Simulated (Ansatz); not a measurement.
Li2I2⁻. Charge -1, multiplicity 2. Geometry r2SCAN-D4/def2-TZVPD; atoms count from 1.

| atom | x (Å) | y (Å) | z (Å) |
| --- | --- | --- | --- |
| Li1 | 1.358 | -0.029 | 0.885 |
| Li2 | -1.361 | 0.049 | -0.879 |
| I3 | -3.473 | 0.089 | -2.257 |
| I4 | 3.477 | -0.110 | 2.250 |

In the def2 sets I takes a core potential; there is no spin–orbit coupling. Another isomer (doublet) lies 0.14 eV lower at PBE0-D4/def2-TZVPD; other spin states weren't run for this one.

Q: Estimate the Mulliken populations from the PBE0/def2-TZVPD orbitals of Ansatz.

A: 
| atom | charge (e) | spin (α − β) |
| --- | --- | --- |
| Li1 | 0.35 | 0.41 |
| Li2 | 0.35 | 0.41 |
| I3 | -0.85 | 0.09 |
| I4 | -0.85 | 0.09 |
Mulliken values depend strongly on the basis. With diffuse functions, as here, like atoms can get unlike values, and bond orders can come out too low or too high.

Q: Where does the spin sit?

A: Summed by element: Li 0.82, I 0.18, of 1 unpaired in all. Largest on single atoms: Li2 0.41, Li1 0.41, I3 0.09.

Q: And the Mayer bond orders between heavy atoms (over 0.3)?

A: Li1–Li2 0.35 (3.24 Å); Li1–I4 0.46 (2.52 Å); Li2–I3 0.46 (2.52 Å).
